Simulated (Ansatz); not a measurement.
`C=[CH][Al]([Cl])[Cl]` + HCl → `[Cl][Al]([Cl])[Cl]` + `C=C` at 400 K and 1 bar (ligand exchange at the Al–C bond).

Isolated molecules relaxed with PBE0-D4/def2-TZVP in Ansatz; ΔE leaves out vibrations. CCSD(T)/CBS adds triple-zeta CCSD(T) − MP2 to the extrapolated MP2 energy (def2 sets, frozen cores). This one scheme is used for every species. Each species was taken in one conformer, which may not be the lowest.

```
               species  CCSD(T)/CBS energy (Eh)  H − E (kJ/mol)  S (J/(mol·K))
`C=[CH][Al]([Cl])[Cl]`              -1239.61034           150.5          387.6
                   HCl               -460.38127            29.6          195.4
  `[Cl][Al]([Cl])[Cl]`              -1621.56364            36.7          335.2
                 `C=C`                -78.48111           149.4          232.7
```

H − E and S are ideal-gas, rigid-rotor, harmonic terms from PBE0-D4/def2-TZVP, for one conformer and one mirror image of each species. 1 Eh = 2625.50 kJ/mol, R = 8.31446 J/(mol·K).

Problem. By hand: ΔE, ΔH, ΔS and ΔG.

Solution. ΔE = (-1621.56364) + (-78.48111) − (-1239.61034) − (-460.38127) = -0.05314 Eh = -139.5 kJ/mol. Δ(H − E) = 36.7 + 149.4 − 150.5 − 29.6 = 6.0, so ΔH = -133.5 kJ/mol. ΔS = 335.2 + 232.7 − 387.6 − 195.4 = -15.1 J/(mol·K). ΔG = -133.5 − 400 × (-15.1)/1000 = -127.5 kJ/mol.

Problem. By hand: the equilibrium constant, and the temperature at which ΔG would vanish if ΔH and ΔS stayed fixed.

Solution. log₁₀ K = −ΔG/(RT ln 10) = 16.6. ΔG = 0 at ΔH/ΔS = 8841 K, far beyond where these terms or the molecules hold.

ΔH outweighs TΔS. A doubt of 5 kJ/mol in ΔE shifts log₁₀ K by 0.7 here. Other conformers and mirror images would add mixing entropy, several J/(mol·K) or more a flexible species. These are equilibria of isolated gas molecules and say nothing of rates. Largest T1 diagnostic: 0.011 (customary marks: 0.02 for closed shells, 0.045 for open ones).
